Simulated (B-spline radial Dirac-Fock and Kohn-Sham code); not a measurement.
Ag 3s: cross section and angular parameters

System: the free silver atom, configuration [Kr] 4d10 5s1; threshold 719.0 eV (tabulated edge). These are calculated numbers from a radial finite-basis atomic code; the model is Dirac-Hartree-Slater photoionisation with a Latter tail; cross sections with all multipoles, angular parameters from the dipole term and its interference with E2.

For linearly polarised light dσ/dΩ = σ/(4π) [1 + β P₂(cos θ) + (δ + γ cos²θ) sin θ cos φ], with θ from the polarisation vector and φ the angle between the beam and the projection of the electron momentum on the plane normal to the polarisation.

```tsv
hν (eV)	σ (kb)	β	γ
770	100	1.985	0.771
791	98.3	1.986	0.745
800	?	?	?
1486.9	41.0	1.991	0.223
1760	31.3	1.992	0.114
2420	18.1	1.993	-0.038
3360	10.0	1.994	-0.102
5180	4.32	1.994	-0.006
5300	4.12	1.994	0.005
6000	3.22	1.994	0.075
7390	2.10	1.994	0.237
7820	1.86	1.994	0.290
9251.7	1.30	1.994	0.470
13000	0.618	1.993	0.928
15000	0.447	1.993	1.160
```

Problem. Give the values at 800 eV.

Solution. σ = 97.4 kb, β = 1.986, γ = 0.735. For an s subshell δ is negligible.
